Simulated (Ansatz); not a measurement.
`B[SiH2]OC` + `Cl[SiH2][SnH3]` → `B[SiH](Cl)[SnH3]` + `CO[SiH3]` at 298.15 K and 1 bar (formal exchange of groups at a B–Si bond).

Calculated with Ansatz (gas phase, PBE0-D4/def2-TZVP geometries, no zero-point term in ΔE). CBS: MP2 limit from def2 TZ/QZ plus the TZ coupled-cluster correction, frozen cores. def2 core potentials past Kr. For Sn outer-core shells are correlated without core-valence functions, which leaves a few kJ/mol of doubt a bond. One conformer a species, not always the lowest.

```json
{"species": "`B[SiH2]OC`", "CCSD(T)/CBS energy (Eh)": "-431.29232", "H − E (kJ/mol)": "228.1", "S (J/(mol·K))": "339.2"}
{"species": "`Cl[SiH2][SnH3]`", "CCSD(T)/CBS energy (Eh)": "-965.91563", "H − E (kJ/mol)": "121.6", "S (J/(mol·K))": "350.5"}
{"species": "`B[SiH](Cl)[SnH3]`", "CCSD(T)/CBS energy (Eh)": "-991.28328", "H − E (kJ/mol)": "159.4", "S (J/(mol·K))": "388.6"}
{"species": "`CO[SiH3]`", "CCSD(T)/CBS energy (Eh)": "-405.93001", "H − E (kJ/mol)": "192.4", "S (J/(mol·K))": "298.5"}
```

H − E and S are ideal-gas, rigid-rotor, harmonic terms from PBE0-D4/def2-TZVP, for one conformer and one mirror image of each species. 1 Eh = 2625.50 kJ/mol, R = 8.31446 J/(mol·K).

**Question.** By hand: ΔE, ΔH, ΔS and ΔG.

**Answer.** ΔE = (-991.28328) + (-405.93001) − (-431.29232) − (-965.91563) = -0.00534 Eh = -14.0 kJ/mol. Δ(H − E) = 159.4 + 192.4 − 228.1 − 121.6 = 2.1, so ΔH = -11.9 kJ/mol. ΔS = 388.6 + 298.5 − 339.2 − 350.5 = -2.6 J/(mol·K). ΔG = -11.9 − 298.15 × (-2.6)/1000 = -11.1 kJ/mol.

**Question.** By hand: the equilibrium constant, and the temperature at which ΔG would vanish if ΔH and ΔS stayed fixed.

**Answer.** log₁₀ K = −ΔG/(RT ln 10) = 1.9. ΔG = 0 at ΔH/ΔS = 4577 K, far beyond where these terms or the molecules hold.

The number of gas molecules stays the same, so ΔS is small and ΔH decides. A doubt of 5 kJ/mol in ΔE shifts log₁₀ K by 0.9 here. Other conformers and mirror images would add mixing entropy, several J/(mol·K) or more a flexible species. Modes under 60 cm⁻¹, often nearly free rotors, make the harmonic entropy too high. These are equilibria of isolated gas molecules and say nothing of rates. Largest T1 diagnostic: 0.013 (customary marks: 0.02 for closed shells, 0.045 for open ones).
